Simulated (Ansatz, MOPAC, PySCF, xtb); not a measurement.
The molecule BeF-, closed-shell singlet (lowest of 2S+1 = 1, 3 at CCSD(T)/def2-TZVPP on PBE0 minima; our sources give no spin for the ground state, which may be another).

Seven points along R, fitted to fifth degree in 1/R; most abundant isotopes. In def2 and cc sets the state is the lowest found near the PBE0 minimum, followed along R. The singlet is held restricted. HF and MP2 rows in def2 and cc sets belong to the determinant that coupled cluster picked by its CCSD energy.

Programs: Ansatz (a quantum-chemistry and plane-wave program) with Gaussian orbitals; MOPAC for AM1, PM3 (differences of heats of formation); PySCF for 3-21G rows, 6-31G* rows; xtb for the GFN methods. 

```csv
level,r_e (Å),ω_e (cm⁻¹),ω_e x_e (cm⁻¹),B_e (cm⁻¹)
AM1,1.438,956,3.6,1.33
PM3,1.373,1334,8.0,1.46
GFN1-xTB,1.452,856,20,1.31
HF/3-21G,1.418,1214,11,1.37
HF/aug-cc-pVTZ,1.393,1133,12,1.42
HF/def2-TZVPP,1.403,1098,12,1.40
HF/aug-cc-pVQZ,1.390,1139,12,1.43
HF/def2-QZVPP,1.401,1112,12,1.41
HF/aug-cc-pV5Z,1.389,1140,12,1.43
B97M-V/def2-TZVPP,1.409,1075,12,1.39
B3LYP/6-31G*,1.425,1073,10,1.36
B3LYP/def2-TZVPP,1.418,1045,12,1.37
BHLYP/def2-TZVPP,1.405,1084,12,1.40
wB97X-V/def2-TZVPP,1.427,1031,11,1.36
wB97M-V/def2-TZVPP,1.421,1041,12,1.37
B2PLYP/def2-TZVPP,1.419,1044,12,1.37
MP2/6-31G*,1.435,1066,9.6,1.34
MP2/aug-cc-pVTZ,1.420,1053,12,1.37
MP2/def2-TZVPP,1.426,1033,11,1.36
MP2/def2-QZVPP,1.421,1049,11,1.36
MP2/aug-cc-pV5Z,1.414,1065,12,1.38
SCS-MP2/aug-cc-pVTZ,1.420,1054,12,1.37
SCS-MP2/def2-TZVPP,1.427,1031,12,1.35
SCS-MP2/aug-cc-pVQZ,1.415,1065,12,1.38
SCS-MP2/def2-QZVPP,1.422,1048,11,1.36
CCSD/def2-QZVPP,1.418,1060,11,1.37
CCSD/aug-cc-pV5Z,1.410,1076,12,1.39
CCSD(T)/aug-cc-pVTZ,1.421,1050,12,1.37
CCSD(T)/def2-QZVPP,1.421,1050,11,1.37
"CCSD(T)/CBS(aug-cc-pVQZ, aug-cc-pV5Z)",1.414,1064,12,1.38
```

Correlated levels freeze the inner cores; with def2 sets outer-core shells near the valence are correlated too. CBS: X⁻³ extrapolation of the correlation energy, Hartree–Fock from the larger set. Rows in 3-21G, 6-31G* carry no dispersion term and start afresh at each structure (6-31G* with six Cartesian d functions). MP2/6-31G* freezes PySCF's default core, which is smaller on s-block atoms. The state that AM1, PM3 reach isn't checked.

Doubts at one or more of the structures used: a restricted determinant that unrestricted orbitals would lower (HF/aug-cc-pVTZ, HF/aug-cc-pVQZ, HF/def2-QZVPP, HF/aug-cc-pV5Z, MP2/aug-cc-pVTZ, MP2/def2-QZVPP, MP2/aug-cc-pV5Z, SCS-MP2/aug-cc-pVTZ, SCS-MP2/aug-cc-pVQZ, SCS-MP2/def2-QZVPP, CCSD/def2-QZVPP, CCSD/aug-cc-pV5Z, CCSD(T)/aug-cc-pVTZ, CCSD(T)/def2-QZVPP, CCSD(T)/CBS(aug-cc-pVQZ, aug-cc-pV5Z)).
